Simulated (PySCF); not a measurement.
# Si: excitation energy

Si [Ne] 3s2 3p2 (3P) → Si [Ne] 3s1 3p3 (5S), as a difference of total energies. Calculation: PySCF 2.14, in def2-QZVPPD (10s6p5d2f1g, 76 functions); no relativity, point nucleus. Correlated levels: valence and next inner shell: 1s2 frozen. The calculations carry no spin-orbit coupling.

| method | excitation energy (cm⁻¹) |
| --- | --- |
| UHF | 20991 |
| MP2 (valence and next inner shell) | 30676 |
| SCS-MP2 (valence and next inner shell) | 34325 |
| CCSD (valence and next inner shell) | 31905 |
| CCSD(T) (valence and next inner shell) | 32553 |

A first-order spin-orbit estimate (lowest level to lowest level, LS coupling) adds 0.016 eV.
